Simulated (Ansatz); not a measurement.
```yaml
crystal:
  periodic: [false, false, false]
  atoms:
    - {symbol: Te, position_ang: [0.006324, 0.003242, -1.458984]}
    - {symbol: C, position_ang: [1.582104, -0.011006, 0.017946]}
    - {symbol: H, position_ang: [1.504498, -0.915074, 0.631286]}
    - {symbol: H, position_ang: [1.514749, 0.889459, 0.637760]}
    - {symbol: H, position_ang: [2.533535, -0.014421, -0.526667]}
    - {symbol: C, position_ang: [-1.582201, 0.011119, 0.004278]}
    - {symbol: H, position_ang: [-1.512697, 0.914466, 0.619632]}
    - {symbol: H, position_ang: [-1.517417, -0.890100, 0.623286]}
    - {symbol: H, position_ang: [-2.528896, 0.012325, -0.548536]}
basis:
  gaussian: {orbitals: STO-3G, final_grid: {core_spheres: 8, valence_spheres: 7, degree: 23}}
hamiltonian: {xc: {name: HF}}
correlation: {active_space: {window: {electrons: 40, orbitals: 30}}}
scf: {omitted_lower_state_checks: [starts]}
```

```sh
$ ansatz run in.yaml --threads 4 --pin off --events-out ev --progress --plain --max-ram 3916MiB
```

It prints (some lines left out):

```
Functional definition: HF
510 factors; integrals over basis functions are off by at most 4.1e-5 eV
mean field evaluation 1: about -180286.0991 eV, gradient 1.5e1 eV
mean field evaluation 2: about -180286.1591 eV, gradient 1.5e1 eV
mean field evaluation 4: about -180287.3246 eV, gradient 1.1e0 eV
mean field evaluation 8: about -180287.3291 eV, gradient 1.9e-6 eV
mean field -180287.32910588 eV, -6625.4371415005 hartree, gradient 4.2e-7 eV, S^2 0.000000; 0 other end points of the search recorded, 0 dependent functions left out
reference -180287.32910588 eV, -6625.4371415005 hartree; 35, 35 occupied and 8, 8 virtual orbitals, 510 factors
Error: 40 electrons in 30 orbitals form no window around the highest filled level of the reference
```

In this input the active space doesn't fit the electrons. The run stopped with an error.
